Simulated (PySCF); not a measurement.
A PySCF script (with the pyscf-properties extension) for the NMR shieldings of SMILES C#C[C@H](C)C[SiH2]C, C₆H₁₂Si, on a GFN2-xTB geometry:

```python
import basis_set_exchange as bse
import numpy as np
from pyscf import gto, dft
from pyscf.prop import nmr

atoms = """
C    -1.926576    1.640287    1.778090
C    -1.608089    0.989444    0.825758
C    -1.251848    0.155626   -0.307662
C    -2.377312   -0.850712   -0.571918
C     0.079604   -0.557691   -0.046747
Si    1.564099    0.626706    0.097535
C     3.133556   -0.404326    0.376365
H    -2.195569    2.226975    2.605109
H    -1.143407    0.803660   -1.186394
H    -2.496583   -1.514623    0.282227
H    -2.147783   -1.450811   -1.450429
H    -3.320967   -0.335542   -0.739338
H    -0.018615   -1.153541    0.863519
H     0.252275   -1.263384   -0.863026
H     1.369768    1.560467    1.210679
H     1.691014    1.383974   -1.157703
H     3.311823   -1.096091   -0.441861
H     4.005989    0.235771    0.457941
H     3.068818   -0.986939    1.290721
"""
names = dict.fromkeys(["C", "Si", "H"], "pcSseg-1")
basis = {el: gto.basis.parse(bse.get_basis(n, elements=[el], fmt="nwchem")) for el, n in names.items()}
mol = gto.M(atom=atoms, basis=basis, charge=0, verbose=0)
mf = dft.RKS(mol, xc="PBE0")
mf.grids.level = 2
mf.grids.alignment = dft.numint.BLKSIZE   # the property module wants whole blocks of grid points
mf.conv_tol = 1e-9
mf.kernel()

calc = nmr.RKS(mf)   # GIAO
C = mf.mo_coeff
Co = C[:, mf.mo_occ > 0]
resp = mf.gen_response(singlet=True, hermi=2)
def vind(x):   # induced exchange potential for any number of trial vectors
    d = np.einsum("pi,xij,qj->xpq", C, 2 * x.reshape(-1, C.shape[1], Co.shape[1]), Co, optimize=True)
    return np.einsum("xpq,pi,qj->xij", resp(d - d.transpose(0, 2, 1)), C, Co, optimize=True).ravel()
mo1, _ = nmr.rhf.solve_mo1(calc, with_cphf=vind)
sigma = calc.kernel(mo1)
for i, s in enumerate(sigma):   # ppm
    print("%2d %-2s %9.2f" % (i, mol.atom_pure_symbol(i), np.trace(s) / 3))
```

Problem. Give the expected output.

Solution. 
```
 0 C     109.90
 1 C      92.67
 2 C     161.34
 3 C     157.66
 4 C     162.36
 5 Si    391.16
 6 C     193.92
 7 H      30.14
 8 H      29.30
 9 H      30.42
10 H      30.58
11 H      30.07
12 H      30.84
13 H      30.97
14 H      27.17
15 H      27.60
16 H      31.61
17 H      31.59
18 H      31.64
```

These numbers come from an equivalent density-fitted implementation of the same equations, which agrees with the script to about 0.01 ppm for H and up to a few tenths of a ppm for heavy atoms, so last digits may differ.

Problem. Turn these shieldings into chemical shifts. Scale: TMS for ¹³C (σref 186.93) and ²⁹Si (σref 349.16) and ¹H (σref 31.72) (reference shieldings calculated alike).

Solution. Averaging equivalent atoms: C 1: 94.3; C 0: 77.0; C 3: 29.3; C 2: 25.6; C 4: 24.6; C 6: -7.0; Si 5: -42.0; H 14: 4.54; H 15: 4.12; H 8: 2.42; H 7: 1.58; H 9/10/11: 1.36; H 12: 0.88; H 13: 0.75; H 16/17/18: 0.10 ppm. 

Size and cost of the density-fitted run: 186 basis functions, 93 s wall time on 1 thread of an Intel Xeon, shared host; peak memory 0.84 GiB.
